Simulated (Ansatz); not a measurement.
Cost and result for the atomization energy of C2H10Si3 (`C[Si@H]1C[Si@@H]1[SiH3]`) (15 atoms, 15 bonds).

Cartesian coordinates in Å:
```
C -1.566 0.285 -1.205
Si -0.111 0.736 -0.142
C -0.322 1.062 1.637
Si 0.536 -0.685 1.803
Si 1.722 -1.072 -0.334
H -2.076 1.190 -1.545
H -2.271 -0.324 -0.638
H -1.243 -0.279 -2.082
H 0.887 1.613 -0.807
H -1.340 1.041 2.016
H 0.264 1.873 2.061
H -0.674 -1.481 1.329
H 3.071 -0.464 -0.210
H 1.760 -2.540 -0.092
H 1.362 -0.957 -1.791
```

Total charge 0; spin multiplicity 1. All single points use the PBE0-D4/def2-TZVP geometry. Program: Ansatz. All runs use 2 threads of an AMD EPYC 7R13 on a shared host and a share of an NVIDIA H100 80 GB. Times are those of one run each, without the atoms' runs, and a repeat can differ threefold. Electronic energies, without spin–orbit coupling; frozen cores. CCSD(T)/CBS adds CCSD(T) − MP2 in def2-TZVPP to the MP2 limit, and its time is that of the two runs behind it. T1 = 0.014. B3LYP takes the VWN-RPA correlation (the form of Gaussian; ORCA's B3LYP/G).

CCSD(T)/CBS is a level of theory with its own doubt, some kJ/mol a heavy atom from the limit and from the frozen cores, so smaller differences don't rank the functionals.

```csv
level,functions,wall time,atomization (kcal/mol),difference from CCSD(T)/CBS,per bond
PBE0-D4/def2-TZVPP,328,2.5 s,1191.8,0.5,0.0
r2SCAN-D4/def2-TZVPP (with forces),328,3 s,1197.1,5.8,0.4
PBE-D4/def2-TZVPP (with forces),328,3.1 s,1199.8,8.5,0.6
B2PLYP/def2-TZVPP,328,3.2 s,1172.0,-19.3,-1.3
B3LYP-D4/def2-TZVPP (with forces),328,3.3 s,1189.3,-2.0,-0.1
ωB97X-V/def2-TZVPP,328,3.4 s,1197.1,5.8,0.4
MP2/def2-QZVPP,624,4.2 s,1179.5,-11.8,-0.8
ωB97M-V/def2-TZVPP (with forces),328,4.5 s,1194.8,3.5,0.2
CCSD(T)/def2-TZVPP,328,5 s,1161.9,-29.4,-2.0
CCSD(T)/CBS(def2),–,9.2 s,1191.3,0.0,0.0
```

In def2-TZVPP, CCSD(T) changes the Hartree–Fock value by +275.6 kcal/mol (the triples alone add +15.6 kcal/mol) and MP2 by +275.8 kcal/mol; breaking electron pairs costs correlation energy, which Hartree–Fock lacks. From PBE to PBE0 (25 % exact exchange), in def2-TZVPP and without D4, the atomization energy moves by −6.6 kcal/mol: exact exchange takes away binding that semilocal exchange gives to molecules. The D4 term adds +15.9 kcal/mol with B3LYP and +8.4 kcal/mol with PBE0; it sums over pairs of atoms, weighted by their polarisabilities, and B3LYP, whose exchange is more repulsive, gets the larger term.
